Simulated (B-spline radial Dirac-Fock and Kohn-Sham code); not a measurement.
**Yb²⁺ 4p1/2: cross section and angular parameters**

System: ytterbium as Yb²⁺, configuration [Xe] 4f14; threshold 401.5 eV (orbital energy of the model). Method: Dirac-Hartree-Slater photoionisation with a Latter tail; cross sections with all multipoles, angular parameters from the dipole term and its interference with E2. Computed with a radial B-spline solver.

For linearly polarised light dσ/dΩ = σ/(4π) [1 + β P₂(cos θ) + (δ + γ cos²θ) sin θ cos φ], with θ from the polarisation vector and φ the angle between the beam and the projection of the electron momentum on the plane normal to the polarisation.

| hν (eV) | σ (kb) | β | γ | δ |
| --- | --- | --- | --- | --- |
| 476 | 60.7 | -0.226 | -0.174 | 0.070 |
| 534 | 59.8 | 0.255 | -0.112 | 0.089 |
| 632 | 57.7 | 0.735 | 0.132 | 0.077 |
| 695 | 55.5 | 0.935 | 0.251 | 0.064 |
| 759 | 52.8 | 1.083 | 0.333 | 0.052 |
| 765 | ? | ? | ? | ? |
| 890 | 47.1 | 1.279 | 0.402 | 0.034 |
| 977 | 43.4 | 1.366 | 0.406 | 0.025 |
| 1486.9 | 27.3 | 1.596 | 0.240 | 0.004 |
| 1960 | 18.5 | 1.662 | 0.093 | -0.001 |
| 3020 | 9.19 | 1.692 | -0.018 | -0.004 |
| 3690 | 6.40 | 1.685 | 0.005 | -0.004 |
| 4000 | 5.50 | 1.679 | 0.029 | -0.004 |
| 6000 | 2.45 | 1.630 | 0.273 | 0.000 |
| 7060 | 1.73 | 1.601 | 0.423 | 0.003 |
| 8047.8 | 1.30 | 1.575 | 0.561 | 0.008 |
| 8510 | 1.14 | 1.563 | 0.625 | 0.010 |
| 9390 | 0.913 | 1.541 | 0.742 | 0.014 |

Task: Give the values at 765 eV.

Result: σ = 52.6 kb, β = 1.095, γ = 0.338, δ = 0.051.
